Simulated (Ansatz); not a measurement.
Basis-set extrapolation for `NBC(N)[SiH3]` (PBE0-D4/def2-TZVP geometry, frozen core, Ansatz). Multiplicity 1, RHF reference.

|  | def2-TZVPP | def2-QZVPP |
| --- | --- | --- |
| HF | -465.738994 | -465.756712 |
| MP2 correlation | -0.835023 | -0.892183 |
| CCSD(T) correlation | -0.923189 | not run |

Energies in hartree. Use E(X) = E(∞) + A·exp(−7.88·√X) for Hartree–Fock and E(X) = E(∞) + B·X^(−2.97) for correlation, with X = 3 and 4, and add CCSD(T) minus MP2 of the smaller set to the MP2 limit.

Task: What is the CCSD(T) energy at the basis-set limit?

Result: HF limit: -465.756712 + (-0.017718) × 0.13774 = -465.75915. MP2 limit: -0.892183 + (-0.057160) × 0.74074 = -0.93452. Higher-order term: -0.923189 − (-0.835023) = -0.08817. Total: -466.78184 hartree, 314.2 kJ/mol below CCSD(T)/def2-TZVPP.
